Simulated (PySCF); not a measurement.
Spinor energies of I⁷⁺ (iodine, charge +7)

Start: [Kr] 4d10. Calculated with PySCF 2.14 in x2c-TZVPPall-2c with one added diffuse shell each of s, p, d, f type (9s10p6d3f, 90 functions): generalised Hartree-Fock with the X2C-1e Hamiltonian and a Gaussian nucleus; spin-orbit coupling (SO) screened by Boettger's factors.

```tsv
spinor shell	electrons	ε, screened SO (eV)	weight of nominal j (screened SO)	rms radius, screened SO (bohr)
1s1/2	2	-33423.8	1.000	0.0311
2s1/2	2	-5341.1	1.000	0.127
2p1/2	2	-5005.2	1.000	0.109
2p3/2	4	-4703.7	1.000	0.115
3s1/2	2	-1193.4	1.000	0.334
3p1/2	2	-1053.2	1.000	0.327
3p3/2	4	-994.70	1.000	0.338
3d3/2	4	-749.94	1.000	0.311
4s1/2	2	-300.55	1.000	0.786
4p1/2	2	-249.47	1.000	0.822
4p3/2	4	-237.88	1.000	0.848
4d3/2	4	-153.02	1.000	0.957
4d5/2	6	-151.13	1.000	0.968
```

Q: Where does 3d5/2 lie, and what is the 3d spin-orbit splitting (screened SO)?

A: At -737.89 eV, 12.050 eV above 3d3/2.

| quantity | screened SO |
| --- | --- |
| E (hartree) | -7102.59811 |
| M_J | 0 |
| ⟨J²⟩ | 0.000 |
| ⟨L²⟩ | 0.021 |
| ⟨S²⟩ | 0.021 |

Breit and QED terms are absent; they matter most for the inner s and p1/2 levels.

Densities and radii are taken from the X2C orbitals without a picture-change correction, which distorts them close to the nucleus.
